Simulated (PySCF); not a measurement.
**Dipole moment and polarisability of `C#C[C@@H]1C[C@]12C[C@@H]2F`**

Species: C7H7F.
Structure used (PBE0-D3(BJ)/def2-SVP), in Å, numbered top down from 1:
```xyz
15
C7H7F angstrom
C     -0.736   -1.648    2.190
C     -0.396   -1.410    1.051
C     -0.002   -1.105   -0.297
C      1.398   -0.568   -0.589
C      0.224    0.311   -0.698
C     -0.284    1.621   -0.223
C     -0.432    1.202   -1.661
F     -1.666    0.864   -2.108
H     -1.038   -1.868    3.197
H     -0.442   -1.751   -1.067
H      1.882   -0.918   -1.505
H      2.059   -0.436    0.271
H      0.421    2.422    0.021
H     -1.195    1.593    0.384
H      0.161    1.705   -2.434
```

Level: CAM-B3LYP/def2-SVPD (PySCF), static field, nuclei fixed, core orbitals frozen in the response. The polarisability tensor in these axes (au):

```
x    69.42  -0.22  -6.94
y    -0.22  77.00 -12.47
z    -6.94 -12.47  87.99
```

Problem. Diagonalise the tensor; give its mean and Δα, where Δα² is half the sum of the squared differences of the eigenvalues.

Solution. Principal values 64.64, 72.46 and 97.31 au; mean 78.14 au = 11.58 Å³ = 12.88 × 10⁻⁴⁰ C²·m²/J; Δα = 29.54 au (38 % of the mean).

Problem. What is the dipole moment, and where does it point?

Solution. (1.87, 0.59, 0.22) D, 1.97 D in size, pointing from the negative to the positive side. Measured along this direction, the outermost atoms are F8 at the negative end and H12 at the positive end.

Problem. In TDDFT the mean static polarisability is Σ f/ω² over all singlet excitations (ω in hartree). How much of it do the 10 lowest give? Their energies (eV) and oscillator strengths: 6.22, 0.0004; 6.53, 0.0288; 6.63, 0.0030; 7.33, 0.0359; 7.67, 0.0664; 7.74, 0.0277; 7.97, 0.0171; 8.13, 0.0253; 8.21, 0.0059; 8.30, 0.0157.

Solution. They add up to 2.95 au, 3.8 % of the 78.14 au; the largest single term is 0.84 au, from the state at 7.67 eV. Terms in order: 0.01, 0.50, 0.05, 0.50, 0.84, 0.34, 0.20, 0.28, 0.06, 0.17 au. Higher excitations give the rest. The strengths listed sum to 0.226.

Problem. Directions of the eigenvectors, and the extent of the frame along each?

Solution. Largest value along (-0.20, -0.51, 0.84), where the nuclei span 6.77 Å; middle along (-0.66, 0.70, 0.27), 4.30 Å; least along (0.72, 0.50, 0.48), 3.31 Å. The response follows the extents in order.

Problem. How large is μ²/3kT at 273 K beside α?

Solution. In Gaussian units μ²/3kT = 34.29 Å³ against 11.58 Å³, a ratio of 2.96; the Debye molar polarisation (4π/3)N_A(α + μ²/3kT) is 115.7 cm³/mol, leaving out the vibrational part.

Geometry: PBE0-D3(BJ)/def2-SVP; no solvent, vibrations or thermal averaging.

The run behind these numbers computed excited states and ΔSCF ions as well. Hardware: one thread of an Arm Neoverse V1, on a shared host. Cost: 3.1 min of wall time.
